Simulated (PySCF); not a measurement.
CH₃BrOZn.

```xyz
7

Zn     0.1365     0.4655     0.0000
Br    -0.0878    -1.7604     0.0000
O      0.5059     2.2113     0.0000
C     -0.4725     3.2216     0.0000
H     -1.1372     3.2080     0.8992
H      0.0402     4.2110     0.0000
H     -1.1372     3.2080    -0.8992
```

Coordinates come from a PBE-D3(BJ)/def2-SVP optimisation. The structure was generated by enumeration; whether it is a known compound was not checked. Other conformers were not sampled.

Computed with PySCF with PBE0/pcSseg-1. Non-relativistic, no solvent.

Q: Give the absolute GIAO shielding of each atom: isotropic value and principal components (ppm). (An estimate is asked for; the answer gives what the named calculation found.)

A: 
| atom | σ(iso) | σ11 | σ22 | σ33 | span |
|---|---|---|---|---|---|
| Zn1 | 1737.2 | 1335.9 | 1361.0 | 2514.7 | 1178.7 |
| Br2 | 2953.6 | 2865.0 | 2867.0 | 3128.7 | 263.7 |
| O3 | 307.0 | 206.7 | 308.7 | 405.6 | 198.9 |
| C4 | 123.4 | 94.4 | 94.9 | 180.8 | 86.4 |
| H5 | 26.9 | 22.3 | 24.3 | 34.1 | 11.9 |
| H6 | 27.0 | 22.9 | 23.9 | 34.3 | 11.4 |
| H7 | 26.9 | 22.3 | 24.3 | 34.1 | 11.9 |
